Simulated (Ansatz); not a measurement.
Computed with Ansatz on PBE0-D4/def2-TZVP structures; ΔE is electronic, products minus reactants. CBS: MP2 limit from def2 TZ/QZ plus the TZ coupled-cluster correction, frozen cores. This one scheme is used for every species. DFT in def2-TZVPP. def2 core potentials past Kr. For Sn outer-core shells are correlated without core-valence functions, which leaves a few kJ/mol of doubt a bond.

Consider the ligand exchange at the Si–F bond: `F[SiH2][SnH3]` + HCl → `Cl[SiH2][SnH3]` + H–F.

Problem. Is it downhill or uphill in electronic energy at CCSD(T)/CBS, and by how much? (Estimate.)

Solution. The calculation gave: Uphill: ΔE = +6.0 kcal/mol.

Problem. What do these levels give: B97M-V, ωB97M-V, BLYP, r2SCAN0, MP2/def2-SVP, MP2/CBS(def2)? (An estimate is asked.)

Solution. Computed: B97M-V 8.0, ωB97M-V 7.0, BLYP 9.4, r2SCAN0 6.5, MP2/def2-SVP 6.5, MP2/CBS(def2) 4.6 kcal/mol.

Largest T1 diagnostic among the species: 0.013.

The D4 term adds −1.4 kcal/mol with B3LYP and −0.8 kcal/mol with PBE0; it sums over pairs of atoms, weighted by their polarisabilities, and B3LYP, whose exchange is more repulsive, gets the larger term. In def2-TZVPP, CCSD(T) changes the Hartree–Fock value by −2.7 kcal/mol (the triples alone add −0.6 kcal/mol) and MP2 by −4.1 kcal/mol.

B3LYP here is the variant with VWN-RPA as its local correlation; programs differ in this.
